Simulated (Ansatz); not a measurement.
Isolated molecules relaxed with PBE0-D4/def2-TZVP in Ansatz; ΔE leaves out vibrations. CBS: MP2 limit from def2 TZ/QZ plus the TZ coupled-cluster correction, frozen cores. DFT in def2-TZVPP. Each species was taken in one conformer, which may not be the lowest.

Reaction (redistribution): `CC[SiH2]N` + `OB(O[SiH3])O[SiH3]` → `CC[SiH2]O[SiH3]` + `NB(O)O[SiH3]`

`CC[SiH2]N`:

Cartesian coordinates in Å:
```
C 0.335 -0.796 1.748
C -0.540 -0.346 0.582
Si 0.424 0.506 -0.776
N -0.628 0.948 -2.068
H 0.834 0.053 2.222
H -0.250 -1.303 2.520
H 1.114 -1.488 1.420
H -1.325 0.337 0.923
H -1.059 -1.208 0.145
H 1.547 -0.405 -1.166
H 1.038 1.773 -0.289
H -1.136 0.237 -2.571
H -0.355 1.691 -2.690
```

`OB(O[SiH3])O[SiH3]`:

```xyz
13

O     2.156   -1.402   -0.932
B     1.078   -0.704   -0.482
O     1.182    0.650   -0.455
Si    0.516    2.000    0.186
O    -0.044   -1.385   -0.086
Si   -1.608   -1.072    0.306
H     1.991   -2.347   -0.933
H    -0.336    2.669   -0.829
H    -0.311    1.657    1.375
H     1.614    2.907    0.597
H    -1.751   -0.979    1.779
H    -2.431   -2.193   -0.208
H    -2.056    0.201   -0.319
```

`CC[SiH2]O[SiH3]`:

Cartesian coordinates in Å:
```
C -0.187 -0.016 2.006
C -0.529 -1.044 0.930
Si 0.687 -1.093 -0.484
O 0.808 0.376 -1.205
Si 0.009 1.584 -1.954
H -0.915 -0.029 2.821
H 0.797 -0.207 2.441
H -0.171 0.997 1.598
H -1.529 -0.854 0.522
H -0.571 -2.052 1.359
H 2.044 -1.444 0.011
H 0.258 -2.100 -1.494
H 0.976 2.661 -2.276
H -1.056 2.128 -1.068
H -0.622 1.093 -3.208
```

`NB(O)O[SiH3]`:

```xyz
11

N    -0.850   -1.814   -0.570
B    -0.360   -0.498   -0.441
O    -0.481    0.466   -1.416
O     0.277   -0.141    0.720
Si    0.945    1.296    1.162
H    -0.736   -2.480    0.171
H    -1.328   -2.171   -1.376
H    -0.931    0.182   -2.212
H     1.497    1.101    2.525
H     2.043    1.685    0.240
H    -0.075    2.375    1.195
```

```tsv
level	ΔE (kJ/mol)
r2SCAN-D4	-38.6
ωB97X-V	-38.9
MP2/def2-TZVPP	-41.1
CCSD(T)/def2-TZVPP	-39.3
```

**Question.** What does CCSD(T)/CBS give? (Estimate.)

**Answer.** Computed: -39.9 kJ/mol. The listed levels differ from it by 1.3, 1.0, -1.2, 0.6 kJ/mol.

Largest T1 diagnostic among the species: 0.012.

In def2-TZVPP, CCSD(T) changes the Hartree–Fock value by +4.9 kJ/mol (the triples alone add +1.0 kJ/mol) and MP2 by +3.0 kJ/mol.
